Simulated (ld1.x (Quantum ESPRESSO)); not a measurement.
# Logarithmic derivatives: C (Z = 6), TM

```
Element                 : carbon
Generator               : ld1.x (Quantum ESPRESSO) 7.5
Type                    : norm-conserving Troullier–Martins (Kleinman–Bylander form)
Functional              : PBE
Relativity              : scalar-relativistic
Frozen core             : [He]
Valence charge          : 4
Reference configuration : 2s2 2p2
Partial waves           : 2s (bound): rc 0.95 bohr; 2p (bound): rc 2.45 bohr; 3d channel at 0.3 Ry: rc 2.45 bohr
Local potential         : all-electron potential smoothed inside 1.95 bohr (lloc = -1)
Core correction         : none
```

The phase is arctan(r·u′/u) with u = r·R(r), unwrapped; energies in Ry, scanned from -3 to 5 Ry. A pole is an energy at which the radial function vanishes at the test radius. The pseudo phase is shifted by a multiple of π to meet the all-electron one at the reference energy, and phase errors are pseudo minus all-electron; the curves can meet again beyond the range given. Levels narrower than the energy grid can be missing from the lists of poles.

Task: For each channel, where are the poles, and over which energies does the pseudopotential scatter like the atom?

Result:

| channel | radius (bohr) | reference energy (Ry) | poles, all-electron | poles, pseudo | unbroken range about the reference energy with phases within 0.05 rad | phase error 1 Ry above the reference energy (rad) |
| --- | --- | --- | --- | --- | --- | --- |
| s | 2.66 | -1.01 | -0.70, 4.61 | -0.70, 4.86 | below 1.3 | +0.002 |
| p | 2.66 | -0.39 | -0.02, 4.43 | -0.01 | below 1.1 | +0.015 |
| d | 2.66 | 0.30 | 3.00 | 3.04 | below 4.8 | +0.003 |

Phases in the s channel:

```
E (Ry)  all-electron  pseudo
 -3.00         1.322   1.322
 -2.52         1.285   1.285
 -2.04         1.218   1.218
 -1.56         1.027   1.027
 -1.08        -0.846  -0.846
 -0.60        -1.626  -1.625
 -0.12        -1.776  -1.774
  0.36        -1.895  -1.891
  0.84        -2.071  -2.059
  1.32        -2.482  -2.434
  1.80        -3.498  -3.384
  2.28        -4.197  -4.141
  2.76        -4.445  -4.415
  3.24        -4.561  -4.540
  3.72        -4.630  -4.612
  4.20        -4.679  -4.662
  4.68        -4.718  -4.700
```
